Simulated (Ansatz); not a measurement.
[Au(OH)4]- (AuO₄H₄⁻). Total charge -1; singlet. Geometry relaxed at PBE0-D4/def2-SVPD.

```xyz
9

Au   -0.0004   -0.0002    0.0000
O    -0.5037    1.2376   -1.4751
H    -0.2176    0.7687   -2.2658
O    -0.7270    1.2896    1.3302
H    -1.0451    2.0161    0.7843
O     0.5031   -1.2378    1.4750
H     0.2197   -0.7676    2.2660
O     0.7259   -1.2901   -1.3303
H     1.0452   -2.0161   -0.7843
```

In the def2 sets Au takes a core potential; there is no spin–orbit coupling.

Task: Estimate the harmonic wavenumbers at RKS PBE0-D4/def2-SVPD (Ansatz, unscaled). Is this a minimum?

Result: 176, 183, 208, 219, 219, 296, 334, 334, 354, 552, 566, 571, 571, 963, 969, 1005, 1005, 3880, 3880, 3881, 3882 cm⁻¹. Yes, no mode is imaginary beyond noise. Zero-point energy 143.8 kJ/mol. Hardware: 4 threads of AMD EPYC 9R45 on a shared host. Wall time 44 s.
